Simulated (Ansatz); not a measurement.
`[Ag][Ag]` + CH₃SH → `C[S][Ag]` + `[AgH]` at 500 K and 1 bar (cleavage of the Ag–Ag bond).

Isolated molecules relaxed with PBE0-D4/def2-TZVP in Ansatz; ΔE leaves out vibrations. CCSD(T)/CBS is the MP2 limit (def2-TZVPP, def2-QZVPP) plus CCSD(T) − MP2 in def2-TZVPP, frozen cores. This one scheme is used for every species. def2 core potentials past Kr. For Ag outer-core shells are correlated without core-valence functions, which leaves a few kJ/mol of doubt a bond.

| species | CCSD(T)/CBS energy (Eh) | H − E (kJ/mol) | S (J/(mol·K)) |
| --- | --- | --- | --- |
| `[Ag][Ag]` | -293.86984 | 18.8 | 277.0 |
| CH₃SH | -438.22835 | 145.1 | 283.7 |
| `C[S][Ag]` | -584.56425 | 130.4 | 346.9 |
| `[AgH]` | -147.49153 | 25.3 | 219.9 |

H − E and S are ideal-gas, rigid-rotor, harmonic terms from PBE0-D4/def2-TZVP. 1 Eh = 2625.50 kJ/mol, R = 8.31446 J/(mol·K).

Question: By hand: ΔE, ΔH, ΔS and ΔG.

Answer: ΔE = (-584.56425) + (-147.49153) − (-293.86984) − (-438.22835) = 0.04241 Eh = 111.3 kJ/mol. Δ(H − E) = 130.4 + 25.3 − 18.8 − 145.1 = -8.2, so ΔH = 103.1 kJ/mol. ΔS = 346.9 + 219.9 − 277.0 − 283.7 = 6.1 J/(mol·K). ΔG = 103.1 − 500 × (6.1)/1000 = 100.0 kJ/mol.

Question: By hand: the equilibrium constant, and the temperature at which ΔG would vanish if ΔH and ΔS stayed fixed.

Answer: log₁₀ K = −ΔG/(RT ln 10) = -10.4. ΔG = 0 at ΔH/ΔS = 16902 K, far beyond where these terms or the molecules hold.

The number of gas molecules stays the same, so ΔS is small and ΔH decides. A doubt of 5 kJ/mol in ΔE shifts log₁₀ K by 0.5 here. These are equilibria of isolated gas molecules and say nothing of rates. Largest T1 diagnostic: 0.026 (customary marks: 0.02 for closed shells, 0.045 for open ones).
